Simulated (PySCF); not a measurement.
# Spinor energies of Tc+ (technetium, charge +1)

Start: [Kr] 4d5 5s1; 4d3/2 filled at m_j = -3/2, -1/2, +1/2, +3/2; 4d5/2 filled at m_j = +5/2; 5s1/2 filled at m_j = +1/2. Calculated with PySCF 2.14 in x2c-TZVPall-2c (8s9p7d1f, 77 functions): generalised Hartree-Fock with the X2C-1e Hamiltonian and a Gaussian nucleus; one run each with spin-orbit coupling (SO) switched off, then screened by Boettger's factors.

```
spinor shell  electrons  ε, spin-free (eV)  ε, screened SO (eV)  weight of nominal j (screened SO)  rms radius, screened SO (bohr)
       1s1/2          2           -21167.2             -21166.0                              1.000                          0.0394
       2s1/2          2            -3103.8              -3103.5                              1.000                           0.162
       2p1/2          2            -2772.0              -2853.7                              1.000                           0.141
       2p3/2          4            -2772.0              -2733.8                              1.000                           0.145
       3s1/2          2            -580.09              -580.00                              1.000                           0.442
       3p1/2          2            -468.19              -482.40                              1.000                           0.439
       3p3/2          4            -468.19              -461.52                              1.000                           0.450
       3d3/2          4            -287.25              -289.75                              0.964                           0.433
       3d5/2          6            -287.25              -285.50                              0.976                           0.437
       4s1/2          2            -97.087              -97.069                              1.000                            1.13
       4p1/2          2            -63.515              -69.178                              0.654                            1.26
       4p3/2          4            -63.515              -60.745                              0.827                            1.26
       4d3/2          4            -21.497              -21.529                              0.528                            1.78
       4d5/2          1            -21.497              -21.347                              1.000                            1.79
       5s1/2          1            -14.443              -14.442                              1.000                            3.27
```

```json
{"quantity": "E (hartree)", "spin-free": "-4282.57021", "screened SO": "-4283.12425"}
{"quantity": "M_J", "spin-free": "3", "screened SO": "3"}
{"quantity": "⟨J²⟩", "spin-free": "12.002", "screened SO": "12.002"}
{"quantity": "⟨L²⟩", "spin-free": "0.000", "screened SO": "0.017"}
{"quantity": "⟨S²⟩", "spin-free": "12.002", "screened SO": "11.990"}
```

Each row is a mean over spinors that exchange with the open shell spreads, by up to 9.697 eV (4p3/2).

Rows whose weight is well below 1 are mixtures of j = l ± 1/2: exchange outweighs spin-orbit coupling there, and the label is only the starting occupation.

Breit and QED terms are absent; they matter most for the inner s and p1/2 levels.

Densities and radii are taken from the X2C orbitals without a picture-change correction, which distorts them close to the nucleus.

Without spin-orbit coupling the j labels of p, d and f shells carry no meaning; the spin-free column gives the mean over the occupied spinors of each nl shell.
